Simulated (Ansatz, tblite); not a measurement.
Cost and result up the ladder for (CdSe)2 ring (Cd₂Se₂) (4 atoms). The state is a singlet with charge 0. Geometry: r2SCAN-D4/def2-SVP.

```xyz
4

Cd   -0.228    1.378    0.058
Se   -1.474   -0.308    1.531
Cd    0.228   -1.378   -0.057
Se    1.474    0.308   -1.532
```

Ansatz on 4 threads of Arm Neoverse V1 on a shared host; xTB runs through tblite on one thread. Times are rough, summed over both states, and most runs start from the orbitals of an earlier one. PBE0-D4/def2-TZVP serves as the yardstick here, not as an exact answer. The other state is a triplet.

In the def2 sets Cd takes a core potential; there is no spin–orbit coupling. The xTB rows come from tblite.

xTB has no spin-polarisation term.

| level | functions | vertical triplet (eV) | difference from PBE0-D4/def2-TZVP (eV) |
| --- | --- | --- | --- |
| GFN1-xTB | 26 | 2.19 | 0.56 |
| r2SCAN-D4/def2-TZVP (with forces) | 176 | 1.42 | -0.22 |
| GFN2-xTB | 26 | 2.32 | 0.68 |
| PBE0-D4/def2-TZVP | 176 | 1.63 | 0.00 |
| PBE-D4/def2-TZVP | 176 | 1.36 | -0.27 |

Estimate how long each takes.

GFN1-xTB 0.005 s; GFN2-xTB 0.006 s; PBE-D4/def2-TZVP 7.1 s; PBE0-D4/def2-TZVP 21 s; r2SCAN-D4/def2-TZVP (with forces) 21 s. On shared hardware such times vary by a factor of up to 3.
